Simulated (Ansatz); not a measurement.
Consider the isomerisation: `O=COC(F)[SiH3]` → `O[Si@@H](F)[C@@H]1CO1`.

Program: Ansatz. Geometries: PBE0-D4/def2-TZVP. ΔE: electronic, gas phase. CCSD(T)/CBS is the MP2 limit (def2-TZVPP, def2-QZVPP) plus CCSD(T) − MP2 in def2-TZVPP, frozen cores. Functionals use def2-TZVPP. B3LYP here is the variant with VWN-RPA as its local correlation; programs differ in this. Each species was taken in one conformer, which may not be the lowest.

(1) Is it downhill or uphill in electronic energy at CCSD(T)/CBS, and by how much? (Estimate.)

(2) What do these levels give: PBE-D4, PBE0-D4, ωB97X-V, ωB97M-V, PBE, PBE0, B3LYP, CCSD(T)/def2-TZVPP, HF/def2-QZVPP, MP2/def2-QZVPP, SCS-MP2/def2-QZVPP, MP2/CBS(def2)? (Best estimate.)

Largest T1 diagnostic among the species: 0.015.

Results:

(1) Ansatz gave: Downhill: ΔE = -275.8 kJ/mol.

(2) Computed: PBE-D4 -239.7, PBE0-D4 -256.8, ωB97X-V -255.2, ωB97M-V -262.1, PBE -238.1, PBE0 -255.6, B3LYP -243.4, CCSD(T)/def2-TZVPP -263.9, HF/def2-QZVPP -248.6, MP2/def2-QZVPP -294.6, SCS-MP2/def2-QZVPP -281.7, MP2/CBS(def2) -298.5 kJ/mol.

In def2-TZVPP, CCSD(T) changes the Hartree–Fock value by −18.7 kJ/mol (the triples alone add +3.6 kJ/mol) and MP2 by −41.3 kJ/mol. From PBE to PBE0 (25 % exact exchange), in def2-TZVPP and without D4, ΔE moves by −17.5 kJ/mol.
